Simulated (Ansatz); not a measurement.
**Ligand exchange: BBr3 + C2HClF4 → BBr2F + C2HBrClF3**

Species: BBr3 (boron tribromide) `BrB(Br)Br`, singlet; C2HClF4 `FC(Cl)C(F)(F)F`, singlet; BBr2F `FB(Br)Br`, singlet; C2HBrClF3 (1-bromo-2-chloro-1,1,2-trifluoroethane) `FC(Cl)C(F)(F)Br`, singlet. The partners trade Br for F: B–Br and C–F bonds give way to B–F and C–Br.

Shapes, held fixed at every level: PBE0-D4/def2-TZVP. Flexible molecules stand in one conformer, not always the lowest. Programs: Ansatz 0.2.0. The zero-point and thermal change to 298 K, harmonic and unscaled (PBE0-D4/def2-TZVP), is -0.9 kJ/mol.

```tsv
level	kind	ΔH(298 K) (kJ/mol)	less CCSD(T)/def2-TZVPP
HF/def2-SVP	Hartree–Fock	-3.4	+25.8
HF/def2-TZVPP	Hartree–Fock	-20.3	+8.9
PBE-D4/def2-TZVPP	GGA	-33.1	-3.9
wB97M-V/def2-TZVPP	range-separated hybrid	-32.9	-3.7
wB97X-V/def2-TZVPP	range-separated hybrid	-30.3	-1.1
CCSD(T)/def2-SVP	coupled cluster or CI	-13.6	+15.6
CCSD/def2-SVP	coupled cluster or CI	-12.8	+16.4
CCSD(T)/def2-TZVPP	coupled cluster or CI	-29.2	0.0
```

The highest level, CCSD(T)/def2-TZVPP, gives ΔH(298 K) = -29.2 kJ/mol; the levels span -33.1 to -3.4. The column of differences is taken from that level and isn't an error. No measured value is set beside it here. Relativity is left out for Br. Outer-core shells of Br are correlated, in sets that cover them unevenly.
